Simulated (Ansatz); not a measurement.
Species: H6N3Si, SMILES `N[Si](N)N` (charge 0, multiplicity 2).

### Question
Give a relaxed geometry from B3LYP-D3(BJ)/def2-TZVP in Ansatz (a program for electronic structure).

### Answer
This is not unique; one that fits is the end point of this relaxation, one of several conformers (outside a Z-matrix the atoms follow the SMILES, hydrogens last).
Bond lengths (Å): N1–Si2 1.732, N1–H5 1.010, N1–H6 1.008, Si2–N3 1.732, Si2–N4 1.732, N3–H7 1.010, N3–H8 1.008, N4–H9 1.010, N4–H10 1.008. Bond angles (°): Si2–N1–H5 118.1, Si2–N1–H6 120.7, H5–N1–H6 111.5, N1–Si2–N3 107.7, N1–Si2–N4 107.6, N3–Si2–N4 107.6, Si2–N3–H7 118.0, Si2–N3–H8 120.8, H7–N3–H8 111.5, Si2–N4–H9 118.0, Si2–N4–H10 120.9, H9–N4–H10 111.5.
